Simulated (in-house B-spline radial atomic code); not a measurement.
Results of a calculation; reference values are marked as such.
# Weak and strong correlation along the adiabatic connection

Two-electron singlets in several external potentials (atomic units), by full CI in B-splines with partial waves to l = 8 (correlation energies up to 0.6 % small). The repulsion is scaled by λ at fixed density; W(λ) is the mean repulsion less the Hartree energy, W(0) = E_x, and the area under W from 0 to 1 is E_xc.

Relative drop (W(λ) − E_x)/E_x:

```tsv
system	λ = 0.12	λ = 0.25	λ = 0.4	λ = 0.6	λ = 0.8	λ = 1
−Z/r, Z = 1.16	0.0249	0.0488	0.0730	0.1007	0.1241	0.1441
−Z exp(−kr)/r, Z = 3.43, k = 0.898	0.0064	0.0131	0.0205	0.0300	0.0391	0.0477
−Z/r, Z = 0.5, wall at 1.4 bohr	0.0097	0.0196	0.0305	0.0441	0.0568	0.0685
−Z/r, Z = 1.53, wall at 6.29 bohr	0.0156	0.0313	0.0479	0.0679	0.0858	0.1019
−Z exp(−kr)/r, Z = 8.89, k = 3.69	0.0025	0.0051	0.0081	0.0121	0.0159	0.0197
−Z/r, Z = 0.5, wall at 8 bohr	0.0407	0.0758	0.1081	0.1416	0.1674	0.1880
ω²r²/2 − Z/r, ω = 0.473, Z = 0.5	0.0187	0.0370	0.0560	0.0784	0.0978	0.1149
```

Task: Order the systems by how far second-order (GL2) theory, half the initial slope (estimated from the first points of each curve), overshoots the correlation energy, least first.
A. −Z/r, Z = 1.53, wall at 6.29 bohr
B. −Z/r, Z = 1.16
C. −Z/r, Z = 0.5, wall at 8 bohr
D. −Z exp(−kr)/r, Z = 8.89, k = 3.69
E. −Z exp(−kr)/r, Z = 3.43, k = 0.898
F. −Z/r, Z = 0.5, wall at 1.4 bohr
G. ω²r²/2 − Z/r, ω = 0.473, Z = 0.5

Result: D (GL2/E_c = 1.03), E (GL2/E_c = 1.09), F (GL2/E_c = 1.13), A (GL2/E_c = 1.21), G (GL2/E_c = 1.27), B (GL2/E_c = 1.34), C (GL2/E_c = 1.64).

Task: What else changes along this order?

Result: The ratio follows the bend of the curve. With it the leading natural occupation goes from 1.999 to 1.876 and −T_c/E_c from 0.97 to 0.62 between the first and the last.
